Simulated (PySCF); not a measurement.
C3H9NOSi, SMILES CN1C[SiH](O)C1.

Geometry optimised at r2SCAN-D4/def2-SVP. This is a generated structure with no PubChem entry under its InChIKey; it may be hypothetical. One conformer was computed; it need not be the lowest.

Method: TDA-ωB97X/def2-SVPD run with PySCF 2.14.0.

Vertical excitations. Gas-phase values at a fixed geometry. State labels are in the subgroup Cs.

Computed lowest excited states:
| state | symmetry | energy (eV) | λ (nm) | f | main pairs |
|---|---|---|---|---|---|
| S1 | A' | 6.45 | 192 | 0.017 | HOMO→LUMO 42 %, HOMO→LUMO+1 40 % |
| S2 | A' | 6.93 | 179 | 0.011 | HOMO→LUMO+1 47 %, HOMO→LUMO 36 % |
| S3 | A" | 7.23 | 171 | 0.003 | HOMO→LUMO+2 93 % |
| S4 | A' | 7.52 | 165 | 0.048 | HOMO→LUMO+3 64 %, HOMO→LUMO 11 % |
| S5 | A" | 7.60 | 163 | 0.005 | HOMO−1→LUMO 62 %, HOMO−1→LUMO+1 16 % |
| S6 | A' | 7.86 | 158 | 0.093 | HOMO→LUMO+6 41 %, HOMO→LUMO+4 36 % |
| S7 | A' | 7.95 | 156 | 0.004 | HOMO→LUMO+4 44 %, HOMO→LUMO+6 37 % |
| S8 | A" | 8.08 | 153 | 0.000 | HOMO→LUMO+5 89 % |
| S9 | A' | 8.26 | 150 | 0.022 | HOMO−2→LUMO 51 %, HOMO−2→LUMO+1 20 % |
| S10 | A" | 8.26 | 150 | 0.050 | HOMO−1→LUMO+1 53 %, HOMO−1→LUMO 19 %, HOMO−1→LUMO+4 16 % |
| T1 | A' | 6.35 | 195 | 0 | HOMO→LUMO 45 %, HOMO→LUMO+1 27 %, HOMO→LUMO+6 12 % |
| T2 | A' | 6.78 | 183 | 0 | HOMO→LUMO+1 50 %, HOMO→LUMO 26 % |
| T3 | A" | 7.16 | 173 | 0 | HOMO→LUMO+2 91 % |
| T4 | A" | 7.29 | 170 | 0 | HOMO−1→LUMO 53 %, HOMO−1→LUMO+1 17 % |
Triplets are in the Tamm–Dancoff approximation.
